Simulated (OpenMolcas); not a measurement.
# Ce2+: from RASSCF to RASPT2

| Item | Value |
| --- | --- |
| Program | OpenMolcas |
| Basis | ANO-RCC-VTZP [8s7p5d3f2g1h] |
| Scalar Hamiltonian | DKH2, point nucleus |
| Active space | 2 electrons in 12 orbitals (RAS2 4f; RAS3 5d, at most 1 electron) |
| State averaging | 2S+1 = 3 even, 21 roots; 2S+1 = 1 even, 28 roots; 2S+1 = 3 odd, 35 roots; 2S+1 = 1 odd, 35 roots |
| Spin-orbit coupling | RASSI with atomic mean-field integrals over the reference wave functions, term energies averaged over their components |

Methods on the same reference wave functions:
A. RASSCF
B. SS-RASPT2, IPEA 0.25 Eh, imaginary shift 0.1 Eh (closed shells correlated: 5s 5p)

Energies in cm-1 above 4f2 3H4, the measured ground level; measured values from Martin, Zalubas and Hagan, Atomic Energy Levels: The Rare-Earth Elements, NSRDS-NBS 60 (1978).

```tsv
Level	A	B	Measured
4f 5d 1G* 4 [71 %]	-4959	-742	3277
4f 5d 3F* 2 [75 %]	-4333	-102	3822
4f 5d 3H* 4	-3098	1629	
4f 5d 3F* 3	-2995	1575	5502
4f 5d 3H* 5	-1781	3060	
4f 5d 3G* 3	-1275	2110	
4f 5d 3F* 4	-1225	3290	7150
4f2 3H4	0.0	0.0	0.0
4f 5d 3H* 6	291	5130	
4f 5d 1D* 2 [69 %]	321	2790	6571
4f 5d 3G* 4	397	3780	7837
4f2 3H5	1649	1688	1528
4f 5d 3G* 5	1986	5300	9326
4f 5d 3D* 1	2371	5270	8922
4f2 3H6	3416	3450	3127
4f 5d 3D* 2	3464	6340	9900
4f2 3F2	5619	4330	3763
4f 5d 3P* 0	6002	8440	11577
4f 5d 3P* 1	6005	8430	11613
4f2 3F3	6668	5410	4765
4f 5d 3P* 2	7144	9570	
4f 5d 1H* 5	10413	12020	16152
4f 5d 1P* 1	12473	14740	
4f2 1D2	19299	15810	12835
```

A puts 4f 5d 1G* 4 [71 %] lowest. B puts 4f 5d 1G* 4 lowest.

Deviations, from unrounded energies. A percentage is the sum of absolute deviations over the sum of measured energies, with the sign that they share, or ± where signs differ.

| Against measurement | Levels | A | B |
| --- | --- | --- | --- |
| mean absolute deviation (cm-1) | 17 | 5600 | 2900 |
| fine structure of the ground term (%) | 2 | +8.8 | +10.4 |
| other terms of the ground configuration (%) | 3 | +47.9 | +19.6 |
| other configurations (%) | 12 | -82.8 | -44.5 |

B lies closest to measurement on these levels. The largest miss of B in the table is 4f 5d 1H* 5, by -4100 cm-1. The ranking rests on the paired levels alone, and a cruder setting can come out closer through cancelling errors.

From A to B the spin-free energies of the other terms of 4f2 shown, above 3H, scale by factors of 0.74 to 0.80, as is usual when dynamic correlation screens the repulsion within a d or f shell.

The lowest spin-free term lies below A's lowest term by 0.245 hartree in B.

CASPT2 does not keep the components of a term degenerate, so their means are used; among the terms shown or strongly mixed into the levels shown the widest spread is 510 cm-1 (4f 5d 1H*, B). Over all roots computed the reference weight is 0.87 to 0.94 in B; the roots of lowest weight are the least certain, and an intruder state may touch them. Some levels mix across a computed gap that differs much from the measured one, so their mixing is not that of the real levels. The lowest computed level is not the ground level that NIST lists (3H4). Without dynamic correlation excited terms often stand tens of per cent too high (terms of higher spin than the ground term too low), and those without a measured partner can miss by more than the paired ones (holds for A). The CASPT2 spread within a term exceeds the gap to the next term for 4f2 3H and 4f 5d 3F*, so the order of their levels is uncertain, and so are names and mixing where such terms share a J (holds for B). Computed and measured levels are paired by configuration, term and J; levels that our copy of the source lacks, or whose pairing is in doubt (as where it misses far off the trend of its configuration), stay unpaired and out of the deviations. Levels of configurations outside the active space are missing. The table leaves out levels that lie high or whose names do not pair safely across all columns.

A share in square brackets marks a mixed level and gives the weight of the term that names it, the lowest over the columns. * marks odd parity.
